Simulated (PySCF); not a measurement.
**Two-component Hartree-Fock for Ga¹⁸⁺ (gallium, charge +18)**

Start: [Ne] 3s2 3p1; 3p1/2 filled at m_j = +1/2. Calculated with PySCF 2.14 in an even-tempered Gaussian basis (19 s from 1.9 bohr⁻², ratio 2.4; 13 p from 2.4 bohr⁻², ratio 2.4; 5 d from 9.2 bohr⁻², ratio 2.6; 4 f from 14 bohr⁻², ratio 2.6): generalised Hartree-Fock with the X2C-1e Hamiltonian and a Gaussian nucleus; one run each with spin-orbit coupling (SO) switched off, then screened by Boettger's factors.

```csv
spinor shell,electrons,"ε, spin-free (eV)","ε, screened SO (eV)",weight of nominal j (screened SO),"rms radius, screened SO (bohr)"
1s1/2,2,-11151.7,-11151.1,1.000,0.0560
2s1/2,2,-2024.4,-2024.0,1.000,0.232
2p1/2,2,-1848.8,-1869.6,1.000,0.205
2p3/2,4,-1848.8,-1838.3,1.000,0.208
3s1/2,2,-722.08,-721.93,0.999,0.585
3p1/2,1,-677.41,-681.41,1.000,0.574
```

| quantity | spin-free | screened SO |
| --- | --- | --- |
| E (hartree) | -1766.34087 | -1766.54749 |
| M_J | 1/2 | 1/2 |
| ⟨J²⟩ | 1.084 | 0.754 |
| ⟨L²⟩ | 2.008 | 2.008 |
| ⟨S²⟩ | 0.753 | 0.753 |

Each row is a mean over spinors that exchange with the open shell spreads, by up to 5.983 eV (2p1/2).

Without spin-orbit coupling the j labels of p, d and f shells carry no meaning; the spin-free column gives the mean over the occupied spinors of each nl shell, and its ⟨J²⟩ belongs to a mixture of degenerate components.
